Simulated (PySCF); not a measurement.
# How the method moves the HOMO and LUMO of `FC1=C(F)C(F)(F)[C@@H]1F`

C4HF5.
SMILES with atom numbers: `[F:1][C:2]1=[C:3]([F:4])[C:5]([F:6])([F:7])[C@@H:8]1[F:9]` (hydrogens: H10 on C8)

Geometry (PBE0-D3(BJ)/def2-SVP, Å), atoms numbered from 1 in this order:
```
atom  x, y, z in Å
F1     1.6012    1.8367   -0.0894
C2     0.8209    0.7925   -0.0577
C3     1.0180   -0.5336   -0.0784
F4     2.0602   -1.3188   -0.0940
C5    -0.4450   -0.8335    0.0358
F6    -1.0301   -1.4338   -1.0057
F7    -0.8164   -1.4921    1.1484
C8    -0.6685    0.7077    0.0741
F9    -1.3851    1.1908   -0.9717
H10   -1.1060    1.0690    1.0195
```

Basis pcSseg-1 throughout (PySCF), one geometry. Isolated species at its PBE0-D3(BJ)/def2-SVP geometry, gas phase.

Q: How do the orbital energies, the gap and the dipole change with the method?

A: 
```
   method                    kind  HOMO (eV)  LUMO (eV)  gap (eV)  μ (D)  SCF cycles
     BLYP                     GGA      -7.07      -1.50      5.57   1.50          14
    B97-D                     GGA      -7.23      -1.57      5.67   1.53          15
      KT3                     GGA      -7.28      -1.57      5.72   1.48          15
      KT2                     GGA      -7.31      -1.63      5.68   1.51          16
     BP86                     GGA      -7.34      -1.73      5.61   1.51          14
      LDA                     LDA      -7.50      -1.96      5.53   1.55          14
CAM-B3LYP  range-separated hybrid      -9.98       0.49     10.47   1.61          13
```

The HOMO spans 2.91 eV, from BLYP down to CAM-B3LYP, and the gap runs from 5.53 eV (LDA) to 10.47 eV (CAM-B3LYP). The dipole ranges from 1.48 D (KT3) to 1.61 D (CAM-B3LYP). This basis has no diffuse functions.
